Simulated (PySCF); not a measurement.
NICS in rings of unrelated molecules.

NICS = −σ at a ghost point: NICS(0) at the centroid of the ring atoms, NICS(1) 1 Å to either side along the normal of their mean plane, zz for the tensor component along that normal. Level: GIAO PBE0/pcSseg-1 (PySCF, non-relativistic, gas phase) on the GFN2-xTB geometries, one conformer each. Atom numbers follow the mapped SMILES.

Task: Order these rings by mean NICS(1)zz, lowest (most negative) first (ppm).
A. ring P4–C6–C7–C8 in `[SiH3:1][N:2]([SiH3:3])[P:4]1(=[S:5])[CH2:6][CH2:7][CH2:8]1`
B. ring C2–C3–C4–C5–C6–C7 in `[NH2:1][c:2]1[cH:3][cH:4][cH:5][cH:6][c:7]1[Cl:8]`
C. ring C3–C4–C5–C6–C7–C8 in `[CH:1]#[C:2][c:3]1[cH:4][cH:5][cH:6][cH:7][c:8]1[C:9](=[O:10])[Cl:11]`
D. ring C2–C3–C4–Si5–Si6 in `[CH3:1][C@@H:2]1[CH2:3][CH2:4][SiH2:5][SiH2:6]1`
E. ring C3–C5–Si6 in `[SiH3:1][O:2][C@:3]1([SiH3:4])[CH2:5][SiH2:6]1`
F. ring C6–N7–C8–C9–S10 in `[F:1][C:2]([F:3])=[C:4]([F:5])[c:6]1[n:7][cH:8][cH:9][s:10]1`

Result: F (-27.4), C (-25.8), B (-24.1), E (-16.7), D (-0.8), A (2.5).

| SMILES | ring | NICS(0) | NICS(1) | NICS(1)zz | HOMA | rms pucker (Å) | ring atoms with four or more neighbours |
| --- | --- | --- | --- | --- | --- | --- | --- |
| FC(F)=C(F)c1nccs1 | 5-membered ring with N and S; formal bonds all aromatic | -12.6 | -11.6 | -27.4 | 0.80 | 0.00 | 0 |
| C#Cc1ccccc1C(=O)Cl | 6-membered carbocycle; formal bonds all aromatic | -8.3 | -10.9 | -25.8 | 0.97 | 0.00 | 0 |
| Nc1ccccc1Cl | 6-membered carbocycle; formal bonds all aromatic | -8.9 | -10.2 | -24.1 | 0.98 | 0.00 | 0 |
| [SiH3]O[C@]1([SiH3])C[SiH2]1 | 3-membered ring with Si; formal bonds all single | -25.7 | -7.9 | -16.7 | – | 0.00 | 3 |
| C[C@@H]1CC[SiH2][SiH2]1 | 5-membered ring with 2 Si; formal bonds all single | -4.2 | -3.8 | -0.8 | – | 0.21 | 5 |
| [SiH3]N([SiH3])P1(=S)CCC1 | 4-membered ring with P; formal bonds all single | -1.4 | -1.4 | 2.5 | – | 0.11 | 4 |

NICS(0) gives another order. The isotropic NICS(1) gives the same order. HOMA uses Krygowski's 1993 parameters; it is left out where a ring has a four-coordinate atom, a triple bond, no multiple bond or a kind of bond without parameters. NICS(1) and NICS(1)zz are means over the two faces.
